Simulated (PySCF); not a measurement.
Sn(Cl)3(SiH3) (Cl₃H₃SiSn), SMILES [SiH3][Sn]([Cl])([Cl])[Cl].

Geometry optimised at r2SCAN-D4/def2-SVP. The structure was generated by enumeration; whether it is a known compound was not checked. The def2 effective core potentials stand for the cores of Sn; spin–orbit coupling is left out.

Two levels are set side by side: PBE/def2-TZVP (PySCF) and PBE0/def2-TZVP (PySCF). Same geometry, gas phase. Differences are taken from unrounded values.

```json
[
 {"quantity": "orbital gap (eV)", "PBE0": "6.26"},
 {"quantity": "highest occupied level (eV)", "PBE0": "-8.72"},
 {"quantity": "lowest empty level (eV)", "PBE0": "-2.47"},
 {"quantity": "dipole moment (D)", "PBE0": "4.17"},
 {"quantity": "mean polarisability (bohr³)", "PBE0": "106.8"}
]
```

What does PBE give, and how far is it from PBE0? (The exact figures need the calculation; the answer reports its results.)


```json
[
 {"quantity": "orbital gap (eV)", "PBE": "4.21", "PBE minus PBE0": "-2.05"},
 {"quantity": "highest occupied level (eV)", "PBE": "-7.52", "PBE minus PBE0": "1.20"},
 {"quantity": "lowest empty level (eV)", "PBE": "-3.32", "PBE minus PBE0": "-0.85"},
 {"quantity": "dipole moment (D)", "PBE": "4.00", "PBE minus PBE0": "-0.17"},
 {"quantity": "mean polarisability (bohr³)", "PBE": "111.0", "PBE minus PBE0": "4.2"}
]
```

PBE's occupied levels lie high since its potential decays too fast outside the molecule; exact exchange lowers them and widens the gap. Loosely held outer electrons make PBE densities more polarisable. Differences between two approximate levels are no errors against the true value.

Rough cost on one machine, each run with all the roots and properties that it gave: PBE0 against PBE within a factor of 2.
